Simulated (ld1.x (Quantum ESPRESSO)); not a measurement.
**Before and after: TM potential for Bi**

| Property | Result |
| --- | --- |
| Element | bismuth |
| Generator | ld1.x (Quantum ESPRESSO) 7.5 |
| Type | norm-conserving Troullier–Martins (Kleinman–Bylander form) |
| Functional | LDA (PZ) |
| Relativity | scalar-relativistic |
| Frozen core | [Xe] 4f14 |
| Valence charge | 15 |
| Reference configuration | 5d10 6s2 6p2 (charge +1) |
| Partial waves | 6p (bound): rc 2.60 bohr; 5d (bound): rc 1.60 bohr; 6s (bound): rc 1.40 bohr |
| Local potential | the s channel |
| Core correction | none |

Change: wave 6s (bound): rc 1.40 bohr becomes 6s (bound): rc 1.84 bohr.

Cutoffs: the cutoffs (Ry, on a coarse ladder) from which the occupation-weighted sum of valence levels, in a spherical-Bessel basis at the reference potential, stays within 10 and 1 mRy of its value at 400 Ry; they do not see the model core or the augmentation charge, which bear on the density cutoff. Errors are all-electron minus pseudo energies relative to the spin-unpolarised reference configuration.

**Question.** Predict the effect on cutoff, ghosts and configuration errors.

**Answer.** The potential gets softer (110 Ry and 180 Ry → 60 Ry and 90 Ry); of the 9 tests that both files solve, the error grows in 4 and shrinks in 1 by more than 15 % and 0.3 meV (median size 6.3 → 6.8 meV); the range in which the s phases agree widens (upper end -0.7 → 1.1); neither file shows a bound ghost. A larger radius leaves more room for a smooth pseudo-wave, so fewer plane waves are needed.

```tsv
quantity	base	changed
cutoff, loose	110 Ry	60 Ry
cutoff, tight	180 Ry	90 Ry
loose cutoff by channel (10 mRy a level)	p 10 Ry, d 50 Ry, s 90 Ry	p 10 Ry, d 50 Ry, s 21 Ry
bound ghosts	none	none
error for 5d10 6s2 6p3, meV [ΔE -8.15 eV]	+5.2	+5.4
error for 5d10 6s2 6p1, meV [ΔE 15.57 eV]	-4.8	-5.6
error for 5d10 6s2 6p0, meV [ΔE 39.28 eV]	-6.7	-15
error for 5d10 6s1 6p4, meV [ΔE 2.02 eV]	-0.7	-2.0
error for 5d10 6s2 6p2.5, meV [ΔE -4.95 eV]	+2.7	+2.8
error for 5d9 6s2 6p3, meV [ΔE 25.29 eV]	+29	-185
error for 5d10 6s2 6p3.3, meV [ΔE -9.31 eV]	+6.3	+6.8
error for 5d10 6s2 6p2 (spin-polarised), meV [ΔE -0.55 eV]	+12	+9.7
error for 5d10 6s2 6p3 (spin-polarised), meV [ΔE -9.18 eV]	+24	+22
s: phases at 2.86 bohr within 0.05 rad from the reference energy up to (Ry; the scan ends near 5)	-0.7	1.1
p: phases at 2.86 bohr within 0.05 rad from the reference energy up to (Ry; the scan ends near 5)	2.7	2.1
d: phases at 2.86 bohr within 0.05 rad from the reference energy up to (Ry; the scan ends near 5)	0.0	-0.2
```
